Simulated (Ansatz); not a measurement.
Molecule: TaH, charge 0, multiplicity 3. The spin state was set by rule; other spins were not relaxed. SMILES: [TaH]
Geometry: optimised at B3LYP-D3(BJ)/def2-TZVP (Ansatz, an electronic-structure program).

Parts of the frozen-core correlation energy in def2-SVP (Ansatz, hartree). Frozen orbitals: 4; correlated occupied orbitals by spin: 4 and 2; virtual: 29 and 31. Open shells are spin-unrestricted. No spin-orbit coupling. Past Kr the def2 sets carry scalar-relativistic core potentials.

| term | value |
|---|---|
| reference (HF) | -56.83391 |
| MP2 opposite-spin | … |
| MP2 same-spin | … |
| CCSD correlation | -0.09174 |
| (T) | … |
| CCSDT minus CCSD(T) | -0.00202 |
| CCSDT(Q) minus CCSD(T) | -0.00232 |
| T1 diagnostic | 0.113 |
| largest doubles amplitude | 0.087 |
| <S^2> of the reference | 2.437 |

Task: Some entries are withheld; supply them.

Result: 
- MP2 opposite-spin, value: -0.04921
- MP2 same-spin, value: -0.01646
- (T), value: -0.00353
